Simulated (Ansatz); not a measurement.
`[CH3][Ge][Cl]` + CH₃SH → `C[S][Ge][Cl]` + CH₄  (ligand exchange at a Ge–C bond)

Computed with Ansatz on PBE0-D4/def2-TZVP structures; ΔE is electronic, products minus reactants. CCSD(T)/CBS adds triple-zeta CCSD(T) − MP2 to the extrapolated MP2 energy (def2 sets, frozen cores). This one scheme is used for every species. Functionals use def2-TZVPP. For Ge outer-core shells are correlated without core-valence functions, which leaves a few kJ/mol of doubt a bond. Scalar relativity is left out up to krypton. One conformer a species, not always the lowest.

Is it downhill or uphill in electronic energy at CCSD(T)/CBS, and by how much? (An estimate is asked.)

Ansatz gave: Downhill: ΔE = -123.5 kJ/mol.

What do these levels give: LDA (SPW92), r2SCANh-D4, B2PLYP, revPBE, CAM-B3LYP, LC-ωPBE? (Estimate.)

Ansatz gave: LDA (SPW92) -137.0, r2SCANh-D4 -133.2, B2PLYP -127.4, revPBE -130.2, CAM-B3LYP -119.6, LC-ωPBE -111.7 kJ/mol.

Largest T1 diagnostic among the species: 0.014.

From PBE to PBE0 (25 % exact exchange), in def2-TZVPP and without D4, ΔE moves by +7.0 kJ/mol. Leaving LDA and LC-ωPBE aside and taking each functional with its dispersion term where it has one, the values, not all of them listed here, spread over 21.9 kJ/mol, from BLYP-D4 to ωB97X-V. LDA lies −3.6 kJ/mol from PBE without D4. The D4 term adds −6.6 kJ/mol with B3LYP and −3.7 kJ/mol with PBE0; it sums over pairs of atoms, weighted by their polarisabilities, and B3LYP, whose exchange is more repulsive, gets the larger term.

B3LYP here is the variant with VWN-RPA as its local correlation; programs differ in this.
